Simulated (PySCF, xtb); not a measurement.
GeOF2, SMILES [O]=[Ge]([F])[F].

GFN2-xTB run with xtb at its own geometry gives an orbital gap of 4.93 eV and a dipole moment of 1.43 D.

The structure is a stationary point at B3LYP-D3(BJ)/def2-SVP.

Question: What does PySCF with PBE/def2-TZVPD give? (An estimate is asked for; the answer gives what the named calculation found.)

Answer: gap 3.63 eV (levels -7.83 and -4.20 eV), dipole 1.34 D.
